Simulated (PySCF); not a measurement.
**Broadened absorption spectrum of C7H15B**

C7H15B.
Numbering: `[CH3:1][CH2:2][C@@H:3]1[CH2:4][BH:5][CH2:6][C@H:7]1[CH3:8]` (hydrogens: H9, H10, H11 on C1; H12, H13 on C2; H14 on C3; H15, H16 on C4; H17 on B5; H18, H19 on C6; H20 on C7; H21, H22, H23 on C8)

The calculation used TDDFT wB97X-D/def2-SVPD, vertical, gas phase, core orbitals frozen in the response in PySCF. The structure is a single PBE0-D3(BJ)/def2-SVP conformer in the gas phase; no vibrational or solvent corrections.

Computed states:

```json
{"state": "S1", "E (eV)": "6.01", "f": "0.0003"}
{"state": "S2", "E (eV)": "6.29", "f": "0.0026"}
{"state": "S3", "E (eV)": "7.37", "f": "0.0097"}
{"state": "S4", "E (eV)": "7.59", "f": "0.0097"}
{"state": "S5", "E (eV)": "7.67", "f": "0.012"}
{"state": "S6", "E (eV)": "8.33", "f": "0.013"}
{"state": "S7", "E (eV)": "8.55", "f": "0.015"}
{"state": "S8", "E (eV)": "8.63", "f": "0.0034"}
{"state": "S9", "E (eV)": "8.84", "f": "0.018"}
{"state": "S10", "E (eV)": "8.97", "f": "0.0061"}
```

Broadening: Gaussians 0.3 eV wide at half height, area fixed by f = 4.319×10⁻⁹ ∫ε dν̃. The width is an assumption, not a result. The curve ends short of the highest state used, and states not computed would add to its high-energy end.

Q: What does the envelope look like, and where are its maxima?

A: 
(λ (nm), ε (L mol⁻¹ cm⁻¹)): (148.0, 1712), (150.2, 1126), (152.3, 422), (154.5, 97), (156.6, 204), (158.8, 808), (160.9, 1634), (163.1, 1945), (165.2, 1634), (167.4, 1259), (169.5, 898), (171.7, 457), (173.8, 159), (175.9, 37), (178.1, 5), (180.2, 1), (182.4, 0), (184.5, 1), (186.7, 5), (188.8, 22), (191.0, 67), (193.1, 138), (195.3, 210), (197.4, 235), (199.5, 203), (201.7, 139), (203.8, 86), (206.0, 52), (208.1, 34), (210.3, 21), (212.4, 12), (214.6, 6), (216.7, 2), (218.9, 1), (221.0, 0), (223.1, 0)

Maxima: 197 nm (6.29 eV), ε about 240, made up of S2 (99%); 163 nm (7.62 eV), ε about 2000, made up of S4 (44%) and S5 (49%) (ε in L mol⁻¹ cm⁻¹; maxima over ε = 5, shares over 10%). At its high-energy end, 8.37 eV, the curve is still rising (ε about 1700, from S6 and S7).

Q: What would ε be at 7.62 eV, the highest of these maxima, with half the width (0.15 eV)?

A: About 3130 L mol⁻¹ cm⁻¹ against 1950, a factor of about 1.6; a lone state at its own centre would give exactly 2.

Q: Coming from long wavelengths, where does ε first pass 100 L mol⁻¹ cm⁻¹?

A: At about 203 nm (6.10 eV), 0.10 eV above S1.

Q: On this curve, what absorbance would a 10⁻³ mol/L sample give at 193 nm over a 1 cm path?

A: 193 nm is 6.424 eV, where ε is about 130 L mol⁻¹ cm⁻¹, so A = ε c l ≈ 0.13 (Beer–Lambert, with the gas-phase spectrum and the assumed width).

All these states lie below the vertical ionisation energy of 10.29 eV (ΔSCF).
